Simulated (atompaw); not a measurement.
**PBEsol PAW (atompaw) dataset for Yb, scalar-relativistic all-electron reference.**

atompaw 4.2.0.5 input, output lines left out:

```
Yb 70
GGA-PBESOL scalarrelativistic loggrid 2001 logderivrange -7 5 301
6 6 5 4 0 0
6 0 1.5
6 1 0
5 2 1
4 3 13
0 0 0
c
c
c
c
v
v
c
c
c
v
v
c
c
v
c
2
2.45 2.40 2.40 1.80
n
n
y
0.15
n
bloechl sinc
3 -0.5 ultrasoft
```

(1) Estimate the cutoffs (Ry, on a coarse ladder) from which the occupation-weighted sum of valence levels, in a spherical-Bessel basis at the reference potential, stays within 10 and 1 mRy of its value at 400 Ry.

(2) What does a ghost test show?

(3) Is the overlap operator S = 1 + Σ q|β⟩⟨β| positive definite (Bessel basis up to 400 Ry)?

Answers

(1) 40 Ry and 50 Ry.

(2) No extra level below or beside the all-electron valence levels (s, p, d, f tested).

(3) Barely: its lowest eigenvalue is 0.006 (d channel).
